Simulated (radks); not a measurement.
Values are calculated unless marked as measured or tabulated.
Question: Radial electron density D(r) = 4 pi r^2 rho(r) of an atom or ion with 7 electrons. Level of theory: Dirac Kohn-Sham, LB94 model potential, spin-unpolarised, spherical densities, finite nucleus; Fermi nuclear charge, rms radius of each element as measured or else 0.836 A^(1/3) + 0.57 fm (a radial shooting solver on a logarithmic mesh with Libxc functionals).

| r (bohr) | D(r) (e/bohr) |
|---|---|
| 0.0009576 | 2.556 |
| 0.001071 | 3.090 |
| 0.001188 | 3.681 |
| 0.001329 | 4.437 |
| 0.001475 | 5.268 |
| 0.00165 | 6.324 |
| 0.001831 | 7.477 |
| 0.002048 | 8.932 |
| 0.002272 | 10.51 |
| 0.002521 | 12.32 |
| 0.00282 | 14.58 |
| 0.003129 | 16.99 |
| 0.0035 | 19.93 |
| 0.003883 | 23.01 |
| 0.004343 | 26.72 |
| 0.004819 | 30.52 |
| 0.00539 | 34.99 |
| 0.005981 | 39.44 |
| 0.006637 | 44.12 |
| 0.007423 | 49.33 |
| 0.008237 | 54.19 |
| 0.009213 | 59.27 |
| 0.01022 | 63.67 |
| 0.01143 | 67.80 |
| 0.01269 | 70.86 |
| 0.01419 | 73.06 |
| 0.01575 | 73.90 |
| 0.01747 | 73.46 |
| 0.01954 | 71.51 |
| 0.02169 | 68.44 |
| 0.02426 | 64.04 |
| 0.02691 | 59.34 |
| 0.0301 | 54.20 |
| 0.0334 | 49.95 |
| 0.03736 | 46.53 |
| 0.04146 | 44.86 |
| 0.046 | 44.80 |
| 0.05145 | 46.35 |
| 0.05709 | 48.76 |
| 0.06386 | 51.50 |
| 0.07085 | 53.19 |
| 0.07925 | 53.11 |
| 0.08794 | 50.69 |
| 0.09836 | 45.44 |
| 0.1091 | 38.54 |
| 0.1211 | 30.55 |
| 0.1355 | 21.86 |
| 0.1503 | 14.69 |
| 0.1681 | 8.637 |
| 0.1865 | 4.744 |
| 0.2086 | 2.192 |
| 0.2315 | 0.9394 |
| 0.259 | 0.3228 |
| 0.2873 | 0.1020 |
| 0.3188 | 0.02715 |
| 0.3566 | 0.005279 |
| 0.3957 | 0.0009269 |
| 0.4426 | 0.0001095 |

What is the nuclear charge?

Answer: Z = 58. The innermost maximum, from 1s, lies near gamma/Z bohr with gamma = sqrt(1 - (Z/c)^2) = 0.906, here 0.0156 bohr (found: 0.0160), and its height grows with Z. The density is that of the cerium ion Ce51+ in [He] 2s2 2p3; the configuration itself is not fixed sharply by these data, and Z only to a few units. D(r) has 2 maxima, at r = 0.0160, 0.0749 bohr, and minima at 0.0438 bohr, inside which lie 2.31 electrons.
